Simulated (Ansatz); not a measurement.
Cost and result for the atomization energy of `CS[Si]S` (8 atoms, 7 bonds).

Cartesian coordinates in Å:
```
C 0.207 -0.415 0.997
S -1.508 -0.280 0.441
Si -1.695 0.545 -1.512
S 0.306 0.951 -2.178
H 0.777 -1.072 0.340
H 0.182 -0.851 1.995
H 0.675 0.568 1.053
H 1.055 0.553 -1.136
```

Charge 0, multiplicity 1. Geometry: relaxed with PBE0-D4/def2-TZVP. It is one conformer, not always the lowest. Program: Ansatz. Hardware: A = 2 threads of an AMD EPYC 7R13 on a shared host; B = 2 threads of an AMD EPYC 7R13 on a shared host and a share of an NVIDIA H100 80 GB. Times are those of one run each, without the atoms' runs, and a repeat can differ threefold. Electronic energies, without spin–orbit coupling; frozen cores. CCSD(T)/CBS extrapolates def2-TZVPP and def2-QZVPP, and its time is that of the two runs behind it. T1 = 0.015. B3LYP takes the VWN-RPA correlation (the form of Gaussian; ORCA's B3LYP/G).

CCSD(T)/CBS is a level of theory with its own doubt, some kJ/mol a heavy atom from the limit and from the frozen cores, so smaller differences don't rank the functionals.

```
                                 level  functions  wall time  atomization (kJ/mol)  difference from CCSD(T)/CBS  per bond
   PBE-D4/def2-TZVPP (with forces) [A]        213      2.8 s                2729.7                         61.8       8.8
                PBE0-D4/def2-TZVPP [A]        213      3.7 s                2678.2                         10.3       1.5
r2SCAN-D4/def2-TZVPP (with forces) [A]        213        5 s                2682.1                         14.2       2.0
 B3LYP-D4/def2-TZVPP (with forces) [A]        213      5.5 s                2662.1                         -5.8      -0.8
                 B2PLYP/def2-TZVPP [A]        213      6.5 s                2619.6                        -48.3      -6.9
                CCSD(T)/def2-TZVPP [B]        213        7 s                2579.3                        -88.6     -12.7
                ωB97X-V/def2-TZVPP [A]        213        8 s                2678.5                         10.6       1.5
  ωB97M-V/def2-TZVPP (with forces) [A]        213       11 s                2691.4                         23.5       3.3
                CCSD(T)/def2-QZVPP [B]        387       17 s                2631.0                        -36.9      -5.3
                     CCSD(T)/CBS(def2)          –       24 s                2667.9                          0.0       0.0
```

From PBE to PBE0 (25 % exact exchange), in def2-TZVPP and without D4, the atomization energy moves by −48.0 kJ/mol: exact exchange takes away binding that semilocal exchange gives to molecules. The D4 term adds +39.0 kJ/mol with B3LYP and +20.2 kJ/mol with PBE0; it sums over pairs of atoms, weighted by their polarisabilities, and B3LYP, whose exchange is more repulsive, gets the larger term. In def2-TZVPP, CCSD(T) changes the Hartree–Fock value by +698.6 kJ/mol (the triples alone add +53.5 kJ/mol) and MP2 by +730.2 kJ/mol; breaking electron pairs costs correlation energy, which Hartree–Fock lacks.
